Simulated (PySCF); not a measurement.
Structure problem from calculated spectra and properties.

Formula: C6H14N2Si2.

* Valence photoelectron: vertical ionisation energy: 9.03 eV [ΔSCF wB97X-D/def2-SVPD]
* NMR, other nuclei: isotropic shieldings of nuclei other than C and H, by class: -40 (1 N), 241 (1 N), 376 (1 Si), 378 (1 Si) ppm [GIAO PBE0/pcSseg-1]
* Dipole: 3.74 D [wB97X-D/def2-SVPD]
* UV, strongest line: among the 10 lowest singlet transitions: S6 at 7.74 eV (160 nm, f = 0.058) [TDDFT wB97X-D/def2-SVPD]
* Rotational structure: rotational constants A, B, C: 1.574, 0.557, 0.484 GHz [PBE0-D3(BJ)/def2-SVP]
* UV, first state: lowest singlet excitation: 6.64 eV (187 nm, f = 0.011) [TDDFT wB97X-D/def2-SVPD]
* Polarisability: 129.4 au [wB97X-D/def2-SVPD]
* 1H NMR: chemical shifts (computed TMS as zero) by class: 5.07 (1 H), 4.90 (1 H), 4.65 (1 H), 4.54 (1 H), 2.98 (1 H), 2.28 (1 H), 2.08 (1 H), 2.04 (1 H), 1.70 (1 H), 1.38 (1 H), 1.22 (1 H), 0.25 (3 H) ppm [GIAO PBE0/pcSseg-1]
* 13C NMR: chemical shifts (computed TMS as zero) by class: 128.9 (1 C), 26.7 (1 C), 25.9 (1 C), 22.9 (1 C), 19.8 (1 C), 1.4 (1 C) ppm [GIAO PBE0/pcSseg-1]

Gas-phase values; electronic properties from PySCF, density fitting. Levels stand in brackets. The structure is a single PBE0-D3(BJ)/def2-SVP conformer in the gas phase; no vibrational or solvent corrections. NMR values are class means; diastereotopic atoms form classes of their own.

Question: Give a SMILES that accounts for the data.

Answer: Numbering: `[CH3:1][SiH2:2][NH:3][SiH2:4][C@@H:5]1[CH2:6][CH2:7][C@@H:8]1[C:9]#[N:10]`. Its formula, C6H14N2Si2, gives 3 degrees of unsaturation: 1 ring and 2 π bonds in the structure found. 6 carbons fall into 6 classes; from least to most shielded: nitrile carbon [C9] (128.9 ppm), four-membered-ring carbon [C7] (26.7 ppm), ring sp3 carbon bound to silicon [C5] (25.9 ppm), sp3 carbon next to a nitrile [C8] (22.9 ppm), four-membered-ring carbon [C6] (19.8 ppm), Si-methyl carbon [C1] (1.4 ppm). Hydrogen classes from least to most shielded: 1 H on an SiH2 silicon, Si4 (5.07 ppm), 1 H on an SiH2 silicon, Si2 (4.90 ppm), 1 H on an SiH2 silicon, Si2 (4.65 ppm), 1 H on an SiH2 silicon, Si4 (4.54 ppm), 1 H on an sp3 carbon next to a nitrile, C8 (2.98 ppm), 1 H on a four-membered-ring carbon, C7 (2.28 ppm), 1 H on a four-membered-ring carbon, C7 (2.08 ppm), 1 H on a four-membered-ring carbon, C6 (2.04 ppm), 1 H on an sp3 carbon bound to silicon, C5 (1.70 ppm), 1 H on a four-membered-ring carbon, C6 (1.38 ppm), 1 H on a nitrogen bridging silicon atoms, N3 (1.22 ppm), 3 H on an Si-methyl carbon, C1 (0.25 ppm, a mean of values up to 0.6 ppm apart in this geometry). The other shieldings belong to: -40 ppm, nitrile nitrogen [N10]; 241 ppm, nitrogen bridging silicon atoms [N3]; 376 ppm, SiH2 silicon [Si2]; 378 ppm, SiH2 silicon [Si4]. The first electron is taken from the HOMO, whose largest Löwdin shares are 0.46 on the nitrogen bridging silicon atoms, 0.09 on each of 2 atoms of one kind (SiH2 silicon) and 0.09 on the sp3 carbon bound to silicon. The optimised geometry has point group C1 and is an asymmetric top. Structure: `C[SiH2]N[SiH2][C@@H]1CC[C@@H]1C#N`. Computed isomers that give other values at the same levels: `CN(C)[Si@H]1C=C[Si@@H](N)C=C1` (13C chemical shifts (computed TMS as zero) by class: 161.0 (2 C), 158.4 (2 C), 39.5 (2 C) ppm); `CN(C)[Si@H]1C=C[Si@H](N)C=C1` (13C chemical shifts (computed TMS as zero) by class: 161.9 (2 C), 158.9 (2 C), 39.3 (2 C) ppm); `C[SiH2]N[SiH2][C@@H]1CC[C@H]1C#N` (13C chemical shifts (computed TMS as zero) by class: 128.7 (1 C), 31.9 (1 C), 30.5 (1 C), 25.6 (1 C), 20.6 (1 C), -0.8 (1 C) ppm). The assignments are read from this structure; whether some other isomer fits the data as well wasn't checked. The mirror image fits equally.

Shape of the structure used: `[CH3:1][SiH2:2][NH:3][SiH2:4][C@@H:5]1[CH2:6][CH2:7][C@@H:8]1[C:9]#[N:10]`: C1–Si2–N3–Si4 -110°, Si2–N3–Si4–C5 99°, N3–Si4–C5–C6 165°.
